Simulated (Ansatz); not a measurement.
**Question.** Name a neutral molecule of C, F, N and H with size of the dipole moment (B3LYP/def2-TZVPP) between 2.50 and 2.80 D and vertical ionisation energy (CCSD(T)/CBS(def2)) between 9.60 and 9.90 eV (Ansatz, PBE0-D4/def2-TZVP geometry).

**Answer.** `CNCC(F)(F)F` (2.75 D, 9.69 eV). Other molecules can fit too; these were computed, each in one conformer that needn't be the lowest.

B3LYP here is the variant with VWN-RPA as its local correlation; programs differ in this.
